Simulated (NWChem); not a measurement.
System meant: InNH₂F₂; SMILES [NH2][In]([F])[F]

The following NWChem deck was run.

```
start job
memory heap 200 mb stack 900 mb global 1100 mb
geometry units angstroms noautoz
  In     0.000088    -0.004522     0.039102
  F     -1.615024    -1.093155    -0.039020
  F      1.624220    -1.079676    -0.038881
  N     -0.008143     2.007350    -0.028361
  H      0.818190     2.437906     0.381213
  H     -0.838144     2.431129     0.380975
end
basis spherical
  * library def2-svp
end
dft
  xc b3lyp
  iterations 150
  mulliken
end
task dft energy
```

End of the output:

```
             Grid Information
             ----------------
          Grid used for XC integration:  medium
          Radial quadrature: Mura-Knowles
          Angular quadrature: Lebedev.
          Tag              B.-S. Rad. Rad. Pts. Rad. Cut. Ang. Pts.
          ---              ---------- --------- --------- ---------
          In                  1.55      123           9.0       590
          F                   0.50       49          11.0       434
          N                   0.65       49           8.0       434
          H                   0.35       45          10.0       434
          Grid pruning is: on
          Number of quadrature shells:   266
          Spatial weights used:  Erf1

          Convergence Information
          -----------------------
          Convergence aids based upon iterative change in
          total energy or number of iterations.
          Levelshifting, if invoked, occurs when the
          HOMO/LUMO gap drops below (HL_TOL):  1.00D-02
          DIIS, if invoked, will attempt to extrapolate
          using up to (NFOCK): 10 stored Fock matrices.

                    Damping( 0%)  Levelshifting(0.5)       DIIS
                  --------------- ------------------- ---------------
          dE  on:    start            ASAP                start
          dE off:    2 iters        150 iters           150 iters

      Screening Tolerance Information
      -------------------------------
          Density screening/tol_rho:  1.00D-10
          AO Gaussian exp screening on grid/accAOfunc:  14
          CD Gaussian exp screening on grid/accCDfunc:  20
          XC Gaussian exp screening on grid/accXCfunc:  20
          Schwarz screening/accCoul:  1.00D-08

      Superposition of Atomic Density Guess
      -------------------------------------

      charge =      49.0 In (Indium)

      symmetry species            s     p     d     f
      number of basis functions =10     7     6
      number of cont. functions = 4     4     2
      number of closed shells   = 5     3     2
      number of open shells     = 0     1     0
      open shell occupation     = 0     1     0
 ------------------------------------------------------------------------
 atomscf:atomd: error in atom scf                   0
 ------------------------------------------------------------------------
 ------------------------------------------------------------------------
  current input line :
    19: task dft energy
 ------------------------------------------------------------------------
 ------------------------------------------------------------------------
 This error has not yet been assigned to a category
 ------------------------------------------------------------------------
 For more information see the NWChem manual at https://nwchemgit.github.io

0:atomscf:atomd: error in atom scf:Received an Error in Communication
```

Task: Can this run be used? If not, why, and what is the fix?

Result: The run crashed. Cause: the def2 basis of a heavy element holds valence functions alone and wants its effective core potential (without it all electrons must fit into that basis). This input runs:
```
start job
memory heap 200 mb stack 900 mb global 1100 mb
geometry units angstroms noautoz
  In     0.000088    -0.004522     0.039102
  F     -1.615024    -1.093155    -0.039020
  F      1.624220    -1.079676    -0.038881
  N     -0.008143     2.007350    -0.028361
  H      0.818190     2.437906     0.381213
  H     -0.838144     2.431129     0.380975
end
basis spherical
  * library def2-svp
end
ecp
  In library def2-ecp
end
dft
  xc b3lyp
  iterations 150
  mulliken
end
task dft energy
```
It converges to -445.68069 Ha (B3LYP/def2-SVP with def2 effective core potentials on In).
